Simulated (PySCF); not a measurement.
SMILES c1cccc(SC(F)(F)F)c1, C7H5F3S

Molfile (atoms numbered from 1):
```
C7H5F3S
     RDKit          3D

 16 16  0  0  0  0  0  0  0  0999 V2000
    2.5706    1.3298    0.5070 F   0  0  0  0  0  0  0  0  0  0  0  0
    2.8158    0.1051    0.0487 C   0  0  0  0  0  0  0  0  0  0  0  0
    2.6299    0.1366   -1.2676 F   0  0  0  0  0  0  0  0  0  0  0  0
    4.0903   -0.1826    0.2862 F   0  0  0  0  0  0  0  0  0  0  0  0
    1.8014   -1.1600    0.8642 S   0  0  0  0  0  0  0  0  0  0  0  0
    0.1992   -0.5516    0.3820 C   0  0  0  0  0  0  0  0  0  0  0  0
   -0.4582    0.3834    1.1860 C   0  0  0  0  0  0  0  0  0  0  0  0
   -1.7198    0.8428    0.8154 C   0  0  0  0  0  0  0  0  0  0  0  0
   -2.3235    0.3659   -0.3477 C   0  0  0  0  0  0  0  0  0  0  0  0
   -1.6664   -0.5705   -1.1453 C   0  0  0  0  0  0  0  0  0  0  0  0
   -0.4035   -1.0333   -0.7830 C   0  0  0  0  0  0  0  0  0  0  0  0
    0.0272    0.7474    2.0935 H   0  0  0  0  0  0  0  0  0  0  0  0
   -2.2345    1.5762    1.4403 H   0  0  0  0  0  0  0  0  0  0  0  0
   -3.3144    0.7260   -0.6342 H   0  0  0  0  0  0  0  0  0  0  0  0
   -2.1394   -0.9438   -2.0565 H   0  0  0  0  0  0  0  0  0  0  0  0
    0.1249   -1.7632   -1.3993 H   0  0  0  0  0  0  0  0  0  0  0  0
  1  2  1  0
  2  3  1  0
  2  4  1  0
  2  5  1  0
  5  6  1  0
  6  7  2  0
  7  8  1  0
  8  9  2  0
  9 10  1  0
 10 11  2  0
 11  6  1  0
  7 12  1  0
  8 13  1  0
  9 14  1  0
 10 15  1  0
 11 16  1  0
M  END
```

Computed, not measured: PySCF, quadratic response CAM-B3LYP/aug-cc-pVDZ first hyperpolarisability, Taylor convention, gas phase. Geometry: PBE0-D3(BJ)/def2-SVP.

Give the tensor of the second harmonic β(−2ω;ω,ω) at 1064 nm in the axes of these coordinates.

In au, Taylor convention; rows are the first index (the induced dipole):
```csv
,xx,yy,zz,xy,xz,yz
x,+88.1,+19.2,+22.8,+55.1,-36.2,+6.8
y,+54.2,+74.3,+19.1,+17.9,+6.6,+5.5
z,-35.4,+5.3,-64.3,+6.6,+21.4,+18.8
```
Norm of βᵢ = ⅓ Σⱼ (βᵢⱼⱼ + βⱼᵢⱼ + βⱼⱼᵢ): 217.6 au, hyper-Rayleigh value 82.9 au.
